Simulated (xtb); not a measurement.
HF5OW, triplet, geometry from GFN2-xTB (such geometries of metal compounds can be far from the true shape) (the multiplicity is a formal guess). Base run: GFN0-xTB in xtb 6.7.1.

Here is a job for xtb.
```
$ xtb mol.xyz --gfn 0 --uhf 2 --json

# file mol.xyz
8

W      0.00250320    -0.00514199     0.00119349
F     -0.77256193     1.58697031    -0.36834621
F      1.45787778     0.98427826     1.00354396
F      0.78110345    -0.01179125    -1.86843523
F     -0.81250390     0.07629300     1.85346395
F     -1.48927824    -0.91977652    -1.01851524
O      0.76864940    -1.57893332     0.36648077
H      1.18383349    -2.43179028     0.56443446
```

Variants of this job, named by their change:

```
change         ΔE vs base (mEh)
-------------  ----------------
base                      0.000
file = coord              0.000
etemp = 10000            -146.9
etemp = 1000             -5.083
```
